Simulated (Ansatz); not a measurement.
Consider the formal exchange of groups at a Ga–C bond: `N=[CH][GaH][OH]` + `C[SiH3]` → `[OH][GaH][CH2][SiH3]` + `C=N`.

Program: Ansatz. Geometries: PBE0-D4/def2-TZVP. ΔE: electronic, gas phase. CBS: MP2 limit from def2 TZ/QZ plus the TZ coupled-cluster correction, frozen cores. This one scheme is used for every species. DFT in def2-TZVPP. For Ga outer-core shells are correlated without core-valence functions, which leaves a few kJ/mol of doubt a bond. Scalar relativity is left out up to krypton. Each species was taken in one conformer, which may not be the lowest.

| species | PBE0 energy (Eh) |
| --- | --- |
| `N=[CH][GaH][OH]` | -2094.95667 |
| `C[SiH3]` | -331.05158 |
| `[OH][GaH][CH2][SiH3]` | -2331.46362 |
| `C=N` | -94.55153 |

Question: Work out ΔE.

Answer: ΔE = (-2331.46362) + (-94.55153) − (-2094.95667) − (-331.05158) = -0.00690 Eh = -18.1 kJ/mol. CCSD(T)/CBS gives -24.6 kJ/mol.

Largest T1 diagnostic among the species: 0.015.

From PBE to PBE0 (25 % exact exchange), in def2-TZVPP and without D4, ΔE moves by −4.8 kJ/mol. The D4 term adds −4.0 kJ/mol with B3LYP and −2.4 kJ/mol with PBE0; it sums over pairs of atoms, weighted by their polarisabilities, and B3LYP, whose exchange is more repulsive, gets the larger term.

B3LYP here is the variant with VWN-RPA as its local correlation; programs differ in this.
